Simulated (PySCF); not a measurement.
A species of formula C5H10F3OP has this rotational fingerprint, computed with PBE0/pcSseg-1 in PySCF (dipole) on a GFN2-xTB geometry, gas phase:

```
Rotational constants : A = 1513, B = 822.8, C = 699.6 MHz
Dipole components    : |μa| = 1.59 D, |μb| = 0.72 D, |μc| = 3.67 D
Inertial defect      : -225.76 u·Å²
κ                    : -0.70
```

**Question.** Which structure is it? (One computed conformer of each.)
A. `[CH3:1][CH:2]([CH3:3])[P@@:4]([CH3:5])(=[O:6])[C:7]([F:8])([F:9])[F:10]` with C1–C2–P4–C5 171°
B. `[CH3:1][CH2:2][P@@H:3](=[O:4])[CH2:5][CH2:6][C:7]([F:8])([F:9])[F:10]` with C1–C2–P3–O4 61°, C2–P3–C5–C6 -161°, P3–C5–C6–C7 -73°
C. `[CH3:1][CH2:2][P@@:3]([CH3:4])(=[O:5])[CH2:6][C:7]([F:8])([F:9])[F:10]` with C1–C2–P3–C4 -73°, C2–P3–C6–C7 39°
D. `[CH3:1][O:2][CH2:3][CH2:4][P:5]([CH3:6])[C:7]([F:8])([F:9])[F:10]` with C1–O2–C3–C4 80°, O2–C3–C4–P5 26°, C3–C4–P5–C6 72°
E. `[CH3:1][CH2:2][CH2:3][P@:4]([CH3:5])(=[O:6])[C:7]([F:8])([F:9])[F:10]` with C1–C2–C3–P4 -173°, C2–C3–P4–C5 175°
F. `[CH3:1][P:2]([CH3:3])(=[O:4])[CH2:5][CH2:6][C:7]([F:8])([F:9])[F:10]` with C1–P2–C5–C6 103°, P2–C5–C6–C7 -84°

**Answer.** E. It is CCC[P@](C)(=O)C(F)(F)F, an asymmetric top, point group C1. The candidates at the same level (rigid rotor, commonest isotopes):

| SMILES | A (MHz) | B (MHz) | C (MHz) | μa (D) | μb (D) | μc (D) | Δ (u·Å²) | point group | rotor |
| --- | --- | --- | --- | --- | --- | --- | --- | --- | --- |
| CCC[P@](C)(=O)C(F)(F)F | 1513 | 822.8 | 699.6 | 1.59 | 0.72 | 3.67 | -225.76 | C1 | asymmetric top |
| CC[P@@H](=O)CCC(F)(F)F | 2694 | 561.2 | 542.5 | 1.70 | 3.99 | 0.27 | -156.57 | C1 | near-prolate asymmetric top |
| CC(C)[P@@](C)(=O)C(F)(F)F | 1583 | 941.5 | 808.2 | 2.16 | 0.26 | 3.55 | -230.75 | C1 | asymmetric top |
| CC[P@@](C)(=O)CC(F)(F)F | 1795 | 741.9 | 680.8 | 0.40 | 0.72 | 1.94 | -220.39 | C1 | asymmetric top |
| CP(C)(=O)CCC(F)(F)F | 2187 | 655.8 | 643.9 | 2.06 | 1.06 | 3.74 | -216.74 | C1 | near-prolate asymmetric top |
| COCCP(C)C(F)(F)F | 2081 | 662.3 | 636.6 | 2.90 | 0.01 | 1.22 | -212.11 | C1 | near-prolate asymmetric top |

`CP(C)(=O)CCC(F)(F)F` has A 45 % too high; `CC[P@@H](=O)CCC(F)(F)F` has A 78 % too high; `CC(C)[P@@](C)(=O)C(F)(F)F` has C 16 % too high; `CC[P@@](C)(=O)CC(F)(F)F` has A 19 % too high; `COCCP(C)C(F)(F)F` has A 38 % too high. No structure here is proved a minimum.
